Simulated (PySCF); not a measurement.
**Spinor energies of B (boron, neutral)**

Start: [He] 2s2 2p1; 2p1/2 filled at m_j = +1/2. Calculated with PySCF 2.14 in x2c-SVPall-2c with one added diffuse shell of s type (4s2p1d, 15 functions): generalised Hartree-Fock with the X2C-1e Hamiltonian and a Gaussian nucleus; one run each with spin-orbit coupling (SO) switched off, then screened by Boettger's factors.

```csv
spinor shell,electrons,"ε, spin-free (eV)","ε, screened SO (eV)",weight of nominal j (screened SO),"rms radius, screened SO (bohr)"
1s1/2,2,-209.37,-209.37,1.000,0.379
2s1/2,2,-13.254,-13.254,0.998,2.20
2p1/2,1,-8.751,-8.753,0.897,2.42
```

```
   quantity  spin-free  screened SO
E (hartree)  -24.50810    -24.50815
        M_J        1/2          1/2
       ⟨J²⟩      1.073        1.065
       ⟨L²⟩      2.018        2.018
       ⟨S²⟩      0.756        0.756
```

The determinant has a definite M_J but mixes levels of different J.

Each row is a mean over spinors that exchange with the open shell spreads, by up to 0.831 eV (2s1/2).

Rows whose weight is well below 1 are mixtures of j = l ± 1/2: exchange outweighs spin-orbit coupling there, and the label is only the starting occupation.

Without spin-orbit coupling the j labels of p, d and f shells carry no meaning; the spin-free column gives the mean over the occupied spinors of each nl shell, and its ⟨J²⟩ belongs to a mixture of degenerate components.
